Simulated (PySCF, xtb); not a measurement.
ClF₂H₃SSi₂, SMILES F[SiH](S[SiH2]Cl)F. One conformer was computed; it need not be the lowest.

Harmonic wavenumbers (cm⁻¹) from GFN2-xTB in xtb at its own minimum, in rising order: 18, 42, 90, 127, 184, 210, 260, 451, 471, 524, 542, 603, 624, 649, 700, 753, 848, 903, 2309, 2372, 2480.

Question: What does PBE0-D3(BJ)/def2-SVP (PySCF 2.14.0) give at its own minimum? (The exact figures need the calculation; the answer reports its results.)

Answer: 34, 50, 111, 177, 215, 283, 357, 481, 538, 574, 581, 705, 799, 834, 849, 905, 939, 973, 2281, 2296, 2342. Paired by order, the mean absolute difference is 78 cm⁻¹ and the zero-point energies are 21.7 and 23.3 kcal/mol.
